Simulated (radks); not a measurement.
Values are calculated unless marked as measured or tabulated.
Effect of the nuclear size on neutral ruthenium, [Kr] 4d7 5s1. Code: a radial shooting solver on a logarithmic mesh with Libxc functionals. Model: Dirac Kohn-Sham, relativistic LDA (MacDonald-Vosko exchange, VWN5 correlation), spin-unpolarised, spherical densities, finite nucleus; open shells are shared between the two j in proportion to 2j + 1; Fermi nuclear charge, rms radius 4.4809 fm. The rms radius is varied about that value; shifts are against it.

rms radius (fm)  total energy shift (eV)  density at nucleus (e/bohr^3)  1s1/2 shift (meV)  2s1/2 shift (meV)  3p1/2 shift (meV)  4s1/2 shift (meV)  4p1/2 shift (meV)
4.0014                            -0.390                      1.104e+05               -164              -17.8              0.226             -0.570              0.042
4.1224                            -0.295                        1.1e+05               -124              -13.5              0.171             -0.431              0.032
4.4809                                 0                      1.089e+05              0.000              0.000              0.000              0.000              0.000
4.6288                             0.128                      1.085e+05               53.8               5.86             -0.074              0.187             -0.014
5.0679                             0.530                      1.073e+05                222               24.3             -0.307              0.774             -0.057

Slopes of the eigenvalues against <r^2> in GHz/fm^2, as finite differences over the two radii next to the reference (eigenvalue slopes, not the field-shift constants of lines): 1s1/2 9690, 2s1/2 1060, 3p1/2 -13.4, 4s1/2 33.7, 4p1/2 -2.49.
